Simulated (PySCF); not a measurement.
Geometries of 2 isomers of C3H9BO2Si, from PySCF 2.14.0, PBE0-D3(BJ)/def2-SVP geometry optimisation, gas phase. One conformer each, no zero-point energy, no frequencies.

Question: Which isomer lies lower at this level?
A.
```xyz
16
angstrom
C     -0.763   -1.610    0.956
C     -0.371   -0.386    0.566
C      1.046    0.083    0.732
Si     1.982    0.306   -0.915
B     -1.385    0.571   -0.166
O     -2.739    0.422   -0.143
O     -0.857    1.603   -0.877
H     -0.082   -2.318    1.441
H     -1.783   -1.974    0.788
H      1.076    1.062    1.240
H      1.622   -0.624    1.352
H      1.373   -0.544   -1.983
H      2.022    1.725   -1.369
H      3.398   -0.147   -0.719
H     -3.024   -0.298    0.427
H     -1.534    2.127   -1.320
```
B.
```xyz
16
angstrom
O      2.275   -0.990    0.593
B      2.315    0.342    0.303
O      3.470    1.059    0.207
Si     0.549    1.300   -0.020
C     -0.909    0.298    0.595
C     -1.414   -0.849   -0.246
C     -2.256    0.374   -0.080
H      3.136   -1.405    0.729
H      4.280    0.555    0.352
H      0.572    2.663    0.606
H      0.348    1.501   -1.496
H     -0.935    0.127    1.677
H     -0.941   -1.025   -1.217
H     -1.719   -1.765    0.268
H     -2.371    1.045   -0.937
H     -3.146    0.305    0.551
```

Answer: A. That is `C=C(C[SiH3])B(O)O`, 13.5 kcal/mol below the other.

```tsv
SMILES	atoms numbered as above	E (Eh)	relative (kcal/mol)	relative (kJ/mol)	dipole (D)
C=C(C[SiH3])B(O)O	[CH2:1]=[C:2]([CH2:3][SiH3:4])[B:5]([OH:6])[OH:7]	-583.85986	0.0	0.0	1.78
OB(O)[SiH2]C1CC1	[OH:1][B:2]([OH:3])[SiH2:4][CH:5]1[CH2:6][CH2:7]1	-583.83834	13.5	56.5	3.42
```

As drawn, the lower has a C=C bond outside aromatic rings, which the higher lacks; the higher has a three-membered ring, which the lower lacks.
